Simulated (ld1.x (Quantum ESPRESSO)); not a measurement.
## Which change was made? (F, RRKJ)

ld1.x (Quantum ESPRESSO) 7.5 input, shortened:

```
&input
   title='F', zed=9., rel=1, dft='PBE', iswitch=3,
   config='[He] 2s2 2p5 3d-2'
 /
 &inputp
   pseudotype=2, tm=.false., rho0=0.001, lloc=-1, rcloc=0.50,
   nlcc=.true.
 /
3
2S  1  0   2.00   0.00  0.60  0.60  0.0
2P  2  1   5.00   0.00  1.80  1.80  0.0
3D  3  2  -2.00   0.30  1.85  1.85  0.0
 &test
   configts(1)='2s2 2p5'
 /
```

Cutoffs, loose and tight: the cutoffs (Ry, on a coarse ladder) from which the occupation-weighted sum of valence levels, in a spherical-Bessel basis at the reference potential, stays within 10 and 1 mRy of its value at 400 Ry. They do not see the model core or the augmentation charge, which bear on the density cutoff. Test errors are all-electron minus pseudo excitation energies from the reference, over the configurations 2s2 2p4; 2s2 2p3; 2s2 2p2; 2s1 2p6; 2s2 2p4.5; 2s2 2p1; 2s1 2p5; variants that change the core or the reference have their own tests. The largest error is taken over the tests solved by every variant that gives reliable tests at all, those not shown here included: 2s1 2p5; 2s1 2p6; 2s2 2p2; 2s2 2p3; 2s2 2p4; 2s2 2p4.5.

The base gives: outcome: generated; cutoff, loose: over 300 Ry; cutoff, tight: over 300 Ry; bound ghosts: none; largest test error (meV): +2919.

**Question.** After one change the result is: outcome: generated; cutoff, loose: over 300 Ry; cutoff, tight: over 300 Ry; bound ghosts: none; largest test error (meV): +3959. Which change was it?
A. wave 2p (bound): rc 1.80 bohr becomes 2p (bound): rc 1.40 bohr
B. wave 2p (bound): rc 1.80 bohr becomes 2p (bound): rc 1.18 bohr
C. wave 2p (bound): rc 1.80 bohr becomes 2p (bound): rc 1.94 bohr

**Answer.** C. The others give: wave 2p (bound): rc 1.80 bohr becomes 2p (bound): rc 1.40 bohr → outcome: generated; cutoff, loose: over 300 Ry; cutoff, tight: over 300 Ry; bound ghosts: none; largest test error (meV): +966 | wave 2p (bound): rc 1.80 bohr becomes 2p (bound): rc 1.18 bohr → outcome: generated; cutoff, loose: over 300 Ry; cutoff, tight: over 300 Ry; bound ghosts: none; largest test error (meV): +480.
